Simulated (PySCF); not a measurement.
CH₄N₂OSi, SMILES N#CO[SiH2]N. Heavy atoms are numbered as in [N:1]#[C:2][O:3][SiH2:4][NH2:5]. Hydrogens are named by the atom that carries them.

Geometry: B3LYP-D3(BJ)/def2-SVP. This is a generated structure with no PubChem entry under its InChIKey; it may be hypothetical. The values are those of a single conformer.

Method: r2SCAN/def2-TZVP run with PySCF.

Atomic charges (e), one atom of each kind:

```
atom        Mulliken    IAO
----------  --------  -----
N1             -0.19  -0.36
C2              0.15   0.31
O3                 ?  -0.53
Si4 (SiH2)         ?   1.13
N5 (NH2)       -0.63  -0.86
H on Si4       -0.01  -0.14
H on N5            ?   0.29
```

Problem. Fill in the missing entries. (Estimate from the structure and the level; the computed values follow.)

Solution. 
- O3, Mulliken: -0.31
- Si4 (SiH2), Mulliken: 0.50
- H on N5, Mulliken: 0.26

Computed Mayer and Wiberg (Löwdin basis) orders of the bonds:
```csv
bond,Mayer,Wiberg
N1–C2,2.92,3.33
C2–O3,1.20,1.91
O3–Si4,0.88,1.23
Si4–N5,1.27,1.64
```
